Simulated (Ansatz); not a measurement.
Start from `C=CCBr` and change one atom or group to get `C=C[CH2][GeH3]`.

Ansatz, PBE0-D4/def2-TZVP geometries, multiplicity 1. Each molecule was computed in one conformer, which needn't be the lowest.

Scalar relativity is left out up to krypton. Spin–orbit coupling is left out; it splits and shifts lone-pair levels of the heavy atoms by tenths of an eV.

```tsv
property	`C=CCBr`
LUMO energy (B3LYP/def2-TZVPP) / eV	-1.01
HOMO–LUMO gap (ωB97M-V/def2-TZVPP) / eV	11.25
HOMO–LUMO gap (PBE/def2-TZVPP) / eV	4.76
LUMO energy (ωB97M-V/def2-TZVPP) / eV	1.31
size of the dipole moment (B3LYP/def2-TZVPP) / D	1.98
size of the dipole moment (ωB97M-V/def2-TZVPP) / D	1.97
```

Give the same properties after the change, and the shifts. (Best estimate.)

The calculation gave: 
```tsv
property	`C=C[CH2][GeH3]`	shift
LUMO energy (B3LYP/def2-TZVPP) / eV	-0.13	0.88
HOMO–LUMO gap (ωB97M-V/def2-TZVPP) / eV	11.41	0.16
HOMO–LUMO gap (PBE/def2-TZVPP) / eV	5.16	0.40
LUMO energy (ωB97M-V/def2-TZVPP) / eV	2.13	0.82
size of the dipole moment (B3LYP/def2-TZVPP) / D	0.51	-1.47
size of the dipole moment (ωB97M-V/def2-TZVPP) / D	0.48	-1.49
```

With PBE0 the HOMO rises by 0.63 eV and the LUMO rises by 0.89 eV, so the gap widens by about 0.26 eV. PBE moves the HOMO by 0.50 eV and ωB97M-V by 0.66 eV. The zero-point energy changes by 58.6 kJ/mol with +9 modes. Dipoles are sizes alone; their direction can turn.

Positive LUMOs are unbound, so they and the gaps depend on the basis.

B3LYP here is the variant with VWN-RPA as its local correlation; programs differ in this.
